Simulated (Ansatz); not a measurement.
`Cl[SiH2][S][GeH3]` → `S[SiH2]Cl` + `[GeH2]`  (germylene loss)

Gas-phase electronic energies from Ansatz, PBE0-D4/def2-TZVP geometries. CCSD(T)/CBS adds triple-zeta CCSD(T) − MP2 to the extrapolated MP2 energy (def2 sets, frozen cores). Functionals use def2-TZVPP. For Ge outer-core shells are correlated without core-valence functions, which leaves a few kJ/mol of doubt a bond. Scalar relativity is left out up to krypton. One conformer a species, not always the lowest.

```json
{"level": "r2SCAN-D4", "ΔE (kJ/mol)": "230.4"}
{"level": "ωB97M-V", "ΔE (kJ/mol)": "207.5"}
```

(1) What does CCSD(T)/CBS give? (Estimate.)

Largest T1 diagnostic among the species: 0.012.

Results:

(1) Computed: +218.1 kJ/mol. The listed levels differ from it by 12.3, -10.6 kJ/mol.

At CCSD(T), def2-SVP lies −14.7 kJ/mol from the extrapolated value and def2-TZVPP +1.7 kJ/mol. The D4 term adds +15.9 kJ/mol with B3LYP and +8.6 kJ/mol with PBE0; it sums over pairs of atoms, weighted by their polarisabilities, and B3LYP, whose exchange is more repulsive, gets the larger term. In def2-TZVPP, CCSD(T) changes the Hartree–Fock value by +31.5 kJ/mol (the triples alone add +6.3 kJ/mol) and MP2 by +52.0 kJ/mol.

B3LYP here is the variant with VWN-RPA as its local correlation; programs differ in this.
